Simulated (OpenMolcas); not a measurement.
V3+ (d2) among equal point charges was computed by CASSCF with the d shell active (OpenMolcas, ANO-RCC-VTZP on the metal). Its lowest spin-free states, and all those of the highest spin:

```json
{"2S+1": "3", "Degeneracy": "1", "E (cm-1)": "0.0"}
{"2S+1": "3", "Degeneracy": "3", "E (cm-1)": "1023"}
{"2S+1": "3", "Degeneracy": "3", "E (cm-1)": "1833"}
{"2S+1": "1", "Degeneracy": "2", "E (cm-1)": "14230"}
{"2S+1": "1", "Degeneracy": "3", "E (cm-1)": "14938"}
{"2S+1": "3", "Degeneracy": "3", "E (cm-1)": "17472"}
{"2S+1": "1", "Degeneracy": "1", "E (cm-1)": "21731"}
{"2S+1": "1", "Degeneracy": "3", "E (cm-1)": "21974"}
{"2S+1": "1", "Degeneracy": "2", "E (cm-1)": "22264"}
{"2S+1": "1", "Degeneracy": "3", "E (cm-1)": "22623"}
{"2S+1": "1", "Degeneracy": "1", "E (cm-1)": "52799"}
```

Problem. Is the site octahedral, tetrahedral or cube-like, axial, or of lower symmetry?

Solution. The states with 2S+1 = 3 have orbital degeneracies 1, 3, 3, 3. Threefold states need a cubic site. For d2 at this spin an octahedron puts the threefold T1 below the threefold T2 and a tetrahedron or cube puts the single A2 below the threefold T2, so the site is a tetrahedron or a cube, which this pattern cannot tell apart. The first gap at this spin, 1020 cm-1, is |10Dq| in ligand-field theory. The run had V3+ among 4 point charges of -1 e arranged as a tetrahedron (Td), 2.04 Å from the ion.

Without dynamic correlation the repulsion within the d shell is too large (B by tens of per cent), so at a given field states of lower spin stand too high. The ground term spreads over less than 5000 cm-1, several times less than with real ligands, so orbital moments are less quenched and χT lies further from the spin-only value than at real sites. Point charges carry no covalency, so the field is a model and not that of real ligands. No measured value stands beside these numbers.
